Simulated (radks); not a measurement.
Q: All-electron atom: the erbium ion Er15+ in [Kr] 4d10 4f7. Method: Dirac Kohn-Sham, LB94 model potential, spin-unpolarised, spherical densities, finite nucleus; open shells fill j = l - 1/2 first; Fermi nuclear charge, rms radius 5.2516 fm; computed with a radial shooting solver on a logarithmic mesh with Libxc functionals.

Spin-orbit splittings of the eigenvalues, e(l+1/2) - e(l-1/2), with zeta = 2 splitting/(2l+1) and mean radii in bohr:

shell  occ.  splitting (eV)  zeta (eV)  <r> j=l-1/2  <r> j=l+1/2
2p        6           924.9      616.6      0.07129      0.07857
3p        6           194.0      129.4       0.2141       0.2276
3d       10           42.54      17.02       0.2006       0.2048
4p        6           45.10      30.07       0.5092       0.5387
4d       10           8.559      3.424       0.5560       0.5655
4f        7           1.647     0.4706       0.6019       0.6064
5p        0               ?          ?        1.061        1.105

Estimate the 5p splitting.

A: 12.41 eV (zeta = 8.271 eV).
